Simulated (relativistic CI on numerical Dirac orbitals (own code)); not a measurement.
## Hyperfine structure of Mn¹⁰⁺, mass number 55

Computed by Dirac-Coulomb-Breit CI, orbitals from a KLI potential per configuration, QED by a radiative potential, unscaled Slater integrals (own radial code, finite nucleus).

CI space (outside the closed core [Ne]): 3s2 3p3, 3s 3p4, 3s2 3p2 3d, 3p5, 3s 3p3 3d, 3p4 3d, 3s 3p2 3d2, 3s2 3p2 4s, 3s2 3p2 4p, 3s2 3p 3d 4p, 3p4 4s, 3p4 4p, 3s2 3p2 4d, 3s2 3p 3d2, 3s2 3d3, 3s 3p 3d3, 3s2 3d2 4s, 3s2 3d2 4p, 3s2 3d2 4d, 3p3 3d2, 3p2 3d3, 3p2 3d2 4s, 3p2 3d2 4p, 3p2 3d2 4d, 3s2 3p 3d 4s, 3s 3p 3d2 4s, 3s2 3d 4s2, 3s2 3d 4s 4p, 3s2 3d 4s 4d. Double excitations out of closed p, d and f shells are left out; levels of such configurations are missing from the list, as are those of other unlisted configurations, and high levels can miss mixing partners.

Nuclear spin I = 5/2, μ = 3.4669 μN, Q = 0.33 b (tables of Stone and Pyykkö). The electronic factors are computed for point nuclear moments, without core polarisation or the Bohr-Weisskopf and QED corrections.

| Level | E (cm⁻¹) | A (MHz) | B (MHz) |
| --- | --- | --- | --- |
| 3s2 3p3 2D°_3/2 | 43133 | 5335 | 1700 |
| 3s2 3p3 2D°_5/2 | 46403 | 9354 | -15.2 |
| 3s2 3p3 2P°_1/2 | 73008 | 25870 |  |
| 3s2 3p3 2P°_3/2 | 77465 | 5339 | -1730 |
| 3s 3p4 4P_5/2 | 253496 | 20910 | 1950 |
| 3s 3p4 4P_3/2 | 261117 | 19440 | -1570 |
| 3s 3p4 4P_1/2 | 264718 | 43000 |  |
| 3s 3p4 2D_3/2 | 317340 | -4963 | -2850 |

Levels with J = 0, under 50 % of one LS term, or S terms without an open s electron are left out. Small factors come from cancelling terms and can be off by tens of per cent or more.

At this charge energies of transitions that change n are usually good to better than 1 %, and those within a shell (Δn = 0) to a few per cent.

(1) Give the hyperfine levels of 3s2 3p3 2D°_5/2 relative to its centre of gravity.

Results:

(1) With K = F(F + 1) − I(I + 1) − J(J + 1), E = AK/2 + B[¾K(K + 1) − I(I + 1)J(J + 1)]/[2I(2I − 1)J(2J − 1)]: F = 0: -81860, F = 1: -72500, F = 2: -53790, F = 3: -25720, F = 4: 11700, F = 5: 58460 MHz.

LS names give the leading component of a level, which can be under half, so a name can repeat, a term be missing and a line seem to break the LS rules.
